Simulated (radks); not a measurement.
All-electron atom: Rh III in [Kr] 4d7.

All-electron calculation, scalar-relativistic Kohn-Sham, LDA (Slater exchange, VWN5 correlation), spin-unpolarised, spherical densities, finite nucleus; Fermi nuclear charge, rms radius 4.4945 fm. Program: a radial shooting solver on a logarithmic mesh with Libxc functionals.

Energy parts (Ry):
part                        energy
total                  -9556.84549
kinetic                 9894.55519
electron-nucleus      -23011.06232
Hartree                 3826.12277
exchange-correlation    -266.46114

Orbitals (lengths in bohr, moments of r in powers of bohr; r(max) is where P^2 peaks):
orbital  occ.  eigenvalue (Ry)      <r>   r(max)
1s          2        -1692.624  0.03266  0.02120
2s          2        -246.7892   0.1421   0.1199
2p          6        -221.4951   0.1238  0.09578
3s          2        -45.34278   0.3914   0.3519
3p          6        -37.02622   0.3910   0.3449
3d         10        -23.68255   0.3706   0.2909
4s          2         -7.61033   0.9766   0.8793
4p          6         -5.24722    1.074   0.9412
4d          7         -1.91055    1.447    1.130

The highest occupied level is 4d at -25.994 eV. Summed over all electrons, <r^2> = 30.84 bohr^2, which gives a Langevin (diamagnetic) susceptibility term of -24.4 x 10^-6 cm^3/mol. The electron density at the nucleus is 1.232e+05 e/bohr^3 (large components only). The density falls to 0.001 e/bohr^3 at r = 3.43 bohr.
